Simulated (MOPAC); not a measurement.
Input file for MOPAC: PM6 on NiSb, 2S+1 = 4, a spin state set in the input, which need not be the lowest, a point of a bond scan (R = 2.425 Å).

```
PM6 1SCF PRECISE CHARGE=0 UHF MS=1.5 THREADS=1
NiSb

Ni     0.00000000 1     0.00000000 1     0.00000000 1
Sb     0.00000000 1     0.00000000 1     2.42500300 1
```

Output:

```
*******************************************************************************
 **                                                                           **
 **                              MOPAC v23.2.5                                **
 **                                                                           **
 *******************************************************************************
 ** MOPAC's Digital Object Identifier: https://doi.org/10.5281/zenodo.6511958 **
 **                                                                           **
 ** Please cite the open-source release paper for use of this MOPAC version:  **
 ** J. E. Moussa and J. J. P. Stewart (2026)                                  **
 ** MOPAC: An open-source semiempirical molecular orbital program             **
 ** J. Open Source Softw., 11(119), 8025, https://doi.org/10.21105/joss.08025 **
 *******************************************************************************

                              PM6 CALCULATION RESULTS

 *******************************************************************************
 *  PM6        - The PM6 Hamiltonian to be used
 *  UHF        - UNRESTRICTED HARTREE-FOCK CALCULATION
 *
 *
 *
 *                 CHARGE ON SYSTEM = 0
 *
 *
 *
 *  MS=        - IN MECI, MAGNETIC COMPONENT OF SPIN =  1.5
 *  PRECISE    - TIGHTER CRITERIA TO BE USED
 *  1SCF       - DO 1 SCF AND THEN STOP
 *  THREADS=1  - MULTI-THREADING NOT USED
 *  T=         - A TIME OF 172800.0 SECONDS REQUESTED
 *  DUMP=N     - RESTART FILE WRITTEN EVERY 7200.0 SECONDS REQUESTED
 *******************************************************************************
PM6 1SCF PRECISE CHARGE=0 UHF MS=1.5 THREADS=1
 NiSb

   ATOM   CHEMICAL          X               Y               Z
  NUMBER   SYMBOL      (ANGSTROMS)     (ANGSTROMS)     (ANGSTROMS)

     1      Ni          0.00000000  *   0.00000000  *   0.00000000  *
     2      Sb          0.00000000  *   0.00000000  *   2.42500300  *



          CARTESIAN COORDINATES

    NO.       ATOM           X           Y           Z

     1        Ni          0.0000      0.0000      0.0000
     2        Sb          0.0000      0.0000      2.4250

 General Reference for PM6:
 "Optimization of Parameters for Semiempirical Methods V: Modification of NDDO Approximations
 and Application to 70 Elements", J. J. P. Stewart, J. Mol. Mod., 13, 1173-1213 (2007)
 URL: https://link.springer.com/article/10.1007/s00894-007-0233-4

           Empirical Formula: Ni Sb  =     2 atoms



      MOLECULAR POINT GROUP   :   C*v


          UHF CALCULATION, NO. OF ALPHA ELECTRONS =    9
                           NO. OF BETA  ELECTRONS =    6

 -------------------------------------------------------------------------------
 PM6 1SCF PRECISE CHARGE=0 UHF MS=1.5 THREADS=1
 NiSb



     1SCF WAS SPECIFIED, SO BFGS WAS NOT USED
     SCF FIELD WAS ACHIEVED


                              PM6 CALCULATION
                                                       MOPAC v23.2.5 Linux




          FINAL HEAT OF FORMATION =        309.80521 KCAL/MOL =    1296.22501 KJ/MOL


          COSMO AREA              =         98.05 SQUARE ANGSTROMS
          COSMO VOLUME            =         86.24 CUBIC ANGSTROMS

          IONIZATION POTENTIAL    =          8.352567 EV
          ALPHA SOMO LUMO (EV)    =         -8.353  2.551
          BETA  SOMO LUMO (EV)    =         -9.046  0.090
          NO. OF ALPHA ELECTRONS  =          9
          NO. OF BETA  ELECTRONS  =          6
          MOLECULAR WEIGHT        =        180.4600         POINT GROUP:  C*v

          MOLECULAR DIMENSIONS (Angstroms)

            Atom       Atom       Distance
           Sb     2   Ni     1     2.42500
           Sb     2   Ni     1     0.00000
           Ni     1   Sb     2     0.00000


          SCF CALCULATIONS        =          1





   ATOM   CHEMICAL          X               Y               Z
  NUMBER   SYMBOL      (ANGSTROMS)     (ANGSTROMS)     (ANGSTROMS)

     1      Ni          0.00000000  *   0.00000000  *   0.00000000  *
     2      Sb          0.00000000  *   0.00000000  *   2.42500300  *

                             CARTESIAN COORDINATES

   1   Ni        0.000000000     0.000000000     0.000000000
   2   Sb        0.000000000     0.000000000     2.425003000


           Empirical Formula: Ni Sb  =     2 atoms



      MOLECULAR POINT GROUP   :   C*v


          ALPHA EIGENVALUES
 -13.75185 -10.93404 -10.37312 -10.34009 -10.34009  -9.93361  -9.26058  -8.35257
  -8.35257   2.55058  14.57904  14.57904  15.17318 104.44115 104.44115 107.28631
 107.28631 108.42706


           BETA EIGENVALUES
 -12.60617 -10.06440  -9.61450  -9.61450  -9.31282  -9.04575   0.08992   1.31484
   1.31484   2.48236  14.90646  14.90646  15.32602 111.89436 112.55557 112.55557
 114.91528 114.91530


              NET ATOMIC CHARGES AND DIPOLE CONTRIBUTIONS

  ATOM NO.   TYPE          CHARGE      No. of ELECS.   s-Pop       p-Pop       d-Pop
    1         Ni          -0.376581       10.3766     1.39518     0.03105     8.95035
    2         Sb           0.376581        4.6234     1.84727     2.77141     0.00473
 DIPOLE           X         Y         Z       TOTAL
 POINT-CHG.     0.000     0.000     4.386     4.386
 HYBRID        -0.000     0.000    -3.722     3.722
 SUM           -0.000     0.000     0.664     0.664


          ATOMIC ORBITAL ELECTRON POPULATIONS

     Atom    s        px        py        pz      x^2-y^2     xz        z^2       yz        xy
    1 Ni   1.39518   0.00333   0.00333   0.02440   1.83407   1.98991   1.97054   1.98991   1.16593
    2 Sb   1.84727   1.00621   1.00621   0.75900   0.00000   0.00056   0.00361   0.00056   0.00000


                    (SZ)    =    1.500000
                    (S**2)  =    3.774433


          ATOMIC ORBITAL SPIN POPULATIONS

    Atom   Total    s     px     py     pz   x^2-y^2  xz     z^2    yz     xy
         Atomic
    1 Ni  1.0774  0.053  0.003  0.003 -0.002  0.166  0.010  0.001  0.010  0.834
    2 Sb  1.9226  0.058  0.987  0.987 -0.111  0.000  0.000  0.001  0.000  0.000

 **********************
 *                    *
 * JOB ENDED NORMALLY *
 *                    *
 **********************




 == MOPAC DONE ==
```

The run finished.

Cost: very roughly 0.020 core-seconds.
